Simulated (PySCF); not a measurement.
# Predicted spectroscopic data

PySCF 2.14 calculation with shieldings: GIAO PBE0/pcSseg-1 and GFN2-xTB structure; gas phase, one conformer, non-relativistic Hamiltonian, one averaged value for each set of equivalent atoms.

Shifts are taken against calculated references (same method and geometry level): TMS for 1H (σ = 31.72 ppm), 13C (σ = 186.93 ppm). Splittings of carbon signals by F and P are missing where no couplings were computed. Where no couplings were computed, multiplicities follow the n + 1 count of equivalent neighbours, and m marks all less simple cases (inequivalent or close neighbours, rings, F or P nearby). Shifts are as computed. Against solution values, carbons near 30 ppm lie about +3 ppm off and those near 130 ppm about +5 ppm. Of 1211 compounds with measured shifts, 218 miss one by over three times the rms of a fit or turn the order of signals round; such compounds aren't used in these exercises.

**1.** SMILES C1C([SiH2]O[SiH2]C#CC)C1, C6H12OSi2. 1H NMR (500 MHz, computed): δ 5.22 (s, 2H), 4.97 (d, 2H), 2.10 (s, 3H), 0.67 (m, 2H), 0.34 (m, 1H), 0.14 (m, 2H). 13C{1H} NMR (computed): δ 112.5, 86.8, 5.9, 3.6, -2.4.

**2.** SMILES CC(C)CP=C=C[SiH3], C6H13PSi. 1H NMR (500 MHz, computed): δ 5.89 (m, 1H), 4.30 (d, 3H), 1.75 (m, 1H), 1.59 (m, 2H), 1.10 (d, 6H). 13C{1H} NMR (computed): δ 267.3, 98.2, 36.9, 34.2, 25.8.
